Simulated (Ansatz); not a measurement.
Ansatz (a first-principles code) input (B3LYP-D3(BJ)/def2-TZVP):

Ansatz 0.2 input:
```yaml
crystal:
  periodic: [false, false, false]
  atoms:
    - {symbol: Ru, position_ang: [0.00000000, 0.00000000, 0.00000000]}
    - {symbol: F, position_ang: [0.00000000, 0.00000000, 1.86528623]}
    - {symbol: F, position_ang: [-0.00000000, -0.00000000, -1.86528623]}
basis:
  gaussian:
    orbitals: def2-TZVP
hamiltonian:
  xc: b3lyp
  dispersion: d3bj
magnetization: {spin_polarized: true, initial_magnetization: 2}
phonons: {temperatures: {t_min: 298.15, t_max: 298.15, t_step: 100}}
```

Output:

```
Functional definition: B3LYP
integrals: 0.02 GiB planned
690 factors; their error is unknown
mean field: 0.35 GiB planned
mean field evaluation 1: about -8015.8138 eV, gradient 3.3e1 eV
mean field evaluation 2: about -8009.4738 eV, gradient 5.8e1 eV
mean field evaluation 4: about -8018.8884 eV, gradient 1.1e0 eV
mean field evaluation 8: about -8018.9271 eV, gradient 2.3e-2 eV
mean field evaluation 16: about -8019.1149 eV, gradient 2.1e0 eV
mean field evaluation 32: about -8019.2258 eV, gradient 7.6e-1 eV
mean field evaluation 64: about -8019.1060 eV, gradient 1.7e0 eV
mean field -8019.22808963 eV, -294.7011966659 hartree, gradient 1.7e-6 eV, S^2 2.802963; 9 other end points of the search recorded, 0 dependent functions left out
the calculation of the forces begins
reference -8019.22831696 eV, -294.7012050202 hartree; 18, 16 occupied and 84, 86 virtual orbitals, 690 factors
these checks for a lower state are left out or cut short: stability, starts, cluster_reference, orbital_swaps, neighbouring_geometries, increment
integrals: 0.02 GiB planned
690 factors; their error is unknown
mean field: 0.35 GiB planned
mean field -8019.22808199 eV, -294.7011963852 hartree, gradient 2.8e-6 eV, S^2 2.802965; 0 other end points of the search recorded, 0 dependent functions left out
the calculation of the forces begins
reference -8019.22830932 eV, -294.7012047395 hartree; 18, 16 occupied and 84, 86 virtual orbitals, 690 factors
these checks for a lower state are left out or cut short: stability, starts, cluster_reference, orbital_swaps, neighbouring_geometries, increment
integrals: 0.02 GiB planned
690 factors; their error is unknown
mean field: 0.34 GiB planned
mean field -8019.22808199 eV, -294.7011963852 hartree, gradient 2.9e-6 eV, S^2 2.802965; 0 other end points of the search recorded, 0 dependent functions left out
the calculation of the forces begins
reference -8019.22830932 eV, -294.7012047395 hartree; 18, 16 occupied and 84, 86 virtual orbitals, 690 factors
these checks for a lower state are left out or cut short: stability, starts, cluster_reference, orbital_swaps, neighbouring_geometries, increment
integrals: 0.02 GiB planned
690 factors; their error is unknown
mean field: 0.34 GiB planned
mean field evaluation 96: about -8019.1953 eV, gradient 1.1e-1 eV
mean field -8019.22808280 eV, -294.7011964149 hartree, gradient 2.7e-6 eV, S^2 2.802965; 0 other end points of the search recorded, 0 dependent functions left out
the calculation of the forces begins
reference -8019.22831013 eV, -294.7012047693 hartree; 18, 16 occupied and 84, 86 virtual orbitals, 690 factors
these checks for a lower state are left out or cut short: stability, starts, cluster_reference, orbital_swaps, neighbouring_geometries, increment
integrals: 0.02 GiB planned
690 factors; their error is unknown
mean field: 0.34 GiB planned
mean field -8019.22808280 eV, -294.7011964149 hartree, gradient 2.7e-6 eV, S^2 2.802965; 0 other end points of the search recorded, 0 dependent functions left out
the calculation of the forces begins
reference -8019.22831013 eV, -294.7012047693 hartree; 18, 16 occupied and 84, 86 virtual orbitals, 690 factors
these checks for a lower state are left out or cut short: stability, starts, cluster_reference, orbital_swaps, neighbouring_geometries, increment
integrals: 0.02 GiB planned
690 factors; their error is unknown
mean field: 0.35 GiB planned
mean field -8019.22794669 eV, -294.7011914130 hartree, gradient 8.6e-7 eV, S^2 2.802954; 0 other end points of the search recorded, 0 dependent functions left out
the calculation of the forces begins
reference -8019.22817402 eV, -294.7011997673 hartree; 18, 16 occupied and 84, 86 virtual orbitals, 690 factors
these checks for a lower state are left out or cut short: stability, starts, cluster_reference, orbital_swaps, neighbouring_geometries, increment
integrals: 0.02 GiB planned
690 factors; their error is unknown
mean field: 0.35 GiB planned
mean field -8019.22794669 eV, -294.7011914130 hartree, gradient 8.9e-7 eV, S^2 2.802954; 0 other end points of the search recorded, 0 dependent functions left out
the calculation of the forces begins
reference -8019.22817402 eV, -294.7011997673 hartree; 18, 16 occupied and 84, 86 virtual orbitals, 690 factors
these checks for a lower state are left out or cut short: stability, starts, cluster_reference, orbital_swaps, neighbouring_geometries, increment
integrals: 0.02 GiB planned
690 factors; their error is unknown
mean field: 0.34 GiB planned
mean field evaluation 128: about -8019.2281 eV, gradient 5.5e-5 eV
mean field -8019.22808772 eV, -294.7011965958 hartree, gradient 2.1e-6 eV, S^2 2.802963; 0 other end points of the search recorded, 0 dependent functions left out
the calculation of the forces begins
reference -8019.22831506 eV, -294.7012049502 hartree; 18, 16 occupied and 84, 86 virtual orbitals, 690 factors
these checks for a lower state are left out or cut short: stability, starts, cluster_reference, orbital_swaps, neighbouring_geometries, increment
integrals: 0.02 GiB planned
690 factors; their error is unknown
mean field: 0.35 GiB planned
mean field -8019.22808772 eV, -294.7011965958 hartree, gradient 2.1e-6 eV, S^2 2.802963; 0 other end points of the search recorded, 0 dependent functions left out
the calculation of the forces begins
reference -8019.22831506 eV, -294.7012049502 hartree; 18, 16 occupied and 84, 86 virtual orbitals, 690 factors
these checks for a lower state are left out or cut short: stability, starts, cluster_reference, orbital_swaps, neighbouring_geometries, increment
integrals: 0.02 GiB planned
690 factors; their error is unknown
mean field: 0.34 GiB planned
mean field -8019.22808793 eV, -294.7011966033 hartree, gradient 1.7e-6 eV, S^2 2.802963; 0 other end points of the search recorded, 0 dependent functions left out
the calculation of the forces begins
reference -8019.22831526 eV, -294.7012049576 hartree; 18, 16 occupied and 84, 86 virtual orbitals, 690 factors
these checks for a lower state are left out or cut short: stability, starts, cluster_reference, orbital_swaps, neighbouring_geometries, increment
integrals: 0.02 GiB planned
690 factors; their error is unknown
mean field: 0.35 GiB planned
mean field -8019.22808793 eV, -294.7011966033 hartree, gradient 1.7e-6 eV, S^2 2.802963; 0 other end points of the search recorded, 0 dependent functions left out
the calculation of the forces begins
reference -8019.22831526 eV, -294.7012049576 hartree; 18, 16 occupied and 84, 86 virtual orbitals, 690 factors
these checks for a lower state are left out or cut short: stability, starts, cluster_reference, orbital_swaps, neighbouring_geometries, increment
integrals: 0.02 GiB planned
690 factors; their error is unknown
mean field: 0.35 GiB planned
mean field evaluation 160: about -8019.2280 eV, gradient 2.0e-6 eV
mean field -8019.22802019 eV, -294.7011941140 hartree, gradient 2.0e-6 eV, S^2 2.803526; 0 other end points of the search recorded, 0 dependent functions left out
the calculation of the forces begins
reference -8019.22824754 eV, -294.7012024690 hartree; 18, 16 occupied and 84, 86 virtual orbitals, 690 factors
these checks for a lower state are left out or cut short: stability, starts, cluster_reference, orbital_swaps, neighbouring_geometries, increment
integrals: 0.02 GiB planned
690 factors; their error is unknown
mean field: 0.35 GiB planned
mean field -8019.22800261 eV, -294.7011934679 hartree, gradient 2.4e-6 eV, S^2 2.802394; 0 other end points of the search recorded, 0 dependent functions left out
the calculation of the forces begins
reference -8019.22822992 eV, -294.7012018216 hartree; 18, 16 occupied and 84, 86 virtual orbitals, 690 factors
Total energy: -8019.28624050 eV, -294.7033336708 hartree
Atom 0 at     0.000000     0.000000     0.000000 Å, force     0.000000     0.000000    -0.000000 eV/Å
Atom 1 at     0.000000     0.000000     1.865286 Å, force    -0.000000    -0.000000     0.000007 eV/Å
Atom 2 at    -0.000000    -0.000000    -1.865286 Å, force     0.000000    -0.000000    -0.000007 eV/Å
Dipole moment:     0.000000     0.000000     0.000000 e Å
Vibrations: 146.73 155.18 623.94 671.17 cm⁻¹, zero-point energy 0.099003 eV
```

The spin state was set by rule; other spins were not relaxed.

The determinant is spin-contaminated: <S^2> is 2.80 against 2.00 for a pure state.
